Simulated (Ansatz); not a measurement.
Ideal-gas functions of H$_{5}$O$_{2}$PSi (`O[SiH2]PO`) at 500 K and 1 bar, from an Ansatz frequency run at PBE0-D4/def2-TZVP.

Molar mass 96.1 g/mol, point group C1 (symmetry number 1), electronic degeneracy 1, moments of inertia 67.085, 169.796, 217.081 u Å². Harmonic wavenumbers (cm⁻¹, unscaled): 54, 139, 241, 253, 317, 435, 499, 703, 727, 771, 831, 892, 934, 942, 960, 1089, 2208, 2237, 2352, 3879, 3885.

Use S(trans) = R[1.5 ln M + 2.5 ln T − 1.1517]; rotational temperatures θ = 24.2544 K / I; S(rot) = R[ln(√π/σ · √(T³/θAθBθC)) + 1.5]; for each mode x = 1.438777 ν̃/T, S = R[x/(eˣ − 1) − ln(1 − e⁻ˣ)] and H = RT x/(eˣ − 1); 1 cm⁻¹ = 0.0119627 kJ/mol; R = 8.31446 J/(mol·K).

Q: By hand: the entropy, in J/(mol·K).

A: Translation 176.5. Rotation: θ = 0.3615, 0.1428, 0.1117 K, giving 116.2. Vibration, mode by mode: 23.80, 15.99, 11.52, 11.13, 9.36, 6.97, 5.99, 3.74, 3.54, 3.21, 2.80, 2.44, 2.22, 2.18, 2.09, 1.56, 0.11, 0.10, 0.07, 0.00, 0.00, in all 108.8. Electronic 0.0. Sum 401.5 J/(mol·K).

Q: By hand: H − E and G − E in kJ/mol, counted from the electronic energy.

A: Zero-point energy ½ × 24348 × 0.0119627 = 145.6; thermal vibration 28.1; translation, rotation and pV give 4 RT = 16.6. H − E = 190.3 kJ/mol, and G − E = 190.3 − 500 × 401.5/1000 = -10.4 kJ/mol.

Vibration gives 27 % of the entropy, 39.8 J/(mol·K) of it from the modes under 150 cm⁻¹: soft modes count most, and the harmonic formula is weakest for them. The sum counts one conformer and one mirror image; others add a mixing term.
